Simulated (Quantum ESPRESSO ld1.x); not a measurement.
Results of a calculation; reference values are marked as such.
One sound ld1.x (Quantum ESPRESSO 7.5) input for neutral promethium gives E = -9651.6082 hartree in 28 iterations:

```
 &input
    zed=61.0,
    iswitch=1,
    rel=0,
    lsd=1,
    dft='PZ',
    config='[Xe] 4f5 6s2',
    verbosity='high',
    prefix='ld1',
    max_out_wfc=37,
    file_charge='ld1.rho',
 /
```

Changed or added lines, one case at a time, and what came of them:

- config='[Xe] 4f5 6s2 1s1': refused. The program stops in occ_spin with "wrong occupations": the bracketed core already holds 1s.
- config='[Xe] 4f5 6s2 5g1': refused. The program stops in el_config with "l not found:G": the config string knows s, p, d and f alone.
- beta=1.0: harmless. The Broyden-type mixing copes: 14 iterations against 28, same energy.
- xmin=-20.0: refused. The program stops in do_mesh with "ndmx is too small": a lower xmin needs more points.
- rmax=4.0: not converged. The mesh cuts the orbital tails; the cycle ends with warnings and the numbers are not to be used.
- tr2=1e-22: usable despite the warning. The threshold lies below the rounding noise, so the cycle runs to its limit and warns, but the energy differs from the sound run by less than 1e-5 hartree.
- atom='Pm': harmless. atom and zed name the same element, and the result equals that of the sound run.
